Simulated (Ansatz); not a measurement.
C$_{2}$H$_{9}$NSi$_{2}$ (`CC1[SiH2]N1[SiH3]`). The species carries charge 0 and has multiplicity 1.

Cartesian coordinates in Å:
```
C -0.922 -1.661 0.273
C -0.277 -0.393 0.764
Si 1.532 -0.123 0.919
N 0.437 0.427 -0.263
Si -0.161 1.677 -1.264
H -0.231 -2.245 -0.340
H -1.240 -2.281 1.116
H -1.806 -1.444 -0.336
H -0.921 0.196 1.424
H 2.089 0.838 1.900
H 2.511 -1.160 0.521
H -1.123 1.144 -2.268
H -0.881 2.726 -0.482
H 0.992 2.299 -1.964
```

Problem. Give the diagnostics of a CCSD(T)/def2-TZVPP run (frozen core, the Gaussian-basis code of Ansatz). (Best estimate.)

Solution. Ansatz gave: T1 = 0.0117, largest single amplitude 0.018, largest double 0.019, (T) share of the correlation energy 3.9 %, 9 CCSD cycles. The RHF solution is stable towards an unrestricted one. T1 lies under the customary mark of 0.02 for closed shells.
